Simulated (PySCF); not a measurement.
Geometry (Å), atoms numbered from 1 in this order:
```xyz
11

C    -1.909    0.127    0.466
C    -0.621    0.354   -0.268
O    -0.481    1.039   -1.242
O     0.401   -0.304    0.283
Si    1.951   -0.253   -0.301
Cl    2.880   -1.443    1.000
H    -2.710    0.679   -0.015
H    -2.136   -0.937    0.472
H    -1.796    0.452    1.498
H     1.976   -0.819   -1.640
H     2.450    1.109   -0.215
```

Computational details: geometry from GFN2-xTB, PBE0/pcSseg-1 with gauge-including orbitals, in PySCF 2.14.0 with density-fitted response routines (no relativistic terms, one averaged value for each set of equivalent atoms, single conformer, no solvent model).

Task: Predict the 2D correlation tables (HSQC, COSY, HMBC).

Result: 

HSQC (one-bond C–H):
```tsv
δH	δC
2.18 (H7/H8/H9)	24.1 (C1)
```

HMBC (two and three bonds, from the bond graph; two-bond peaks within aromatic rings are usually weak or absent):
```tsv
δH	δC
5.54 (H10/H11)	175.8 (C2)
2.18 (H7/H8/H9)	175.8 (C2)
```

No COSY cross peaks are expected.

Chemical shifts δ = σref − σ; TMS for ¹H, ¹³C, all at this level.

Shifts are as computed. Against solution values, carbons near 30 ppm lie about +3 ppm off and those near 130 ppm about +5 ppm (rms about the fit 2.1 ppm; single classes can miss by 10 ppm). Of 1328 compounds with measured shifts, 309 miss one by over three times the rms of a fit or turn the order of signals round; such compounds aren't used in these exercises. Signals without a measured value on file couldn't be tested in this way; 1H shifts scatter by 0.2 ppm about their fit, and single ones miss by 0.5 ppm.
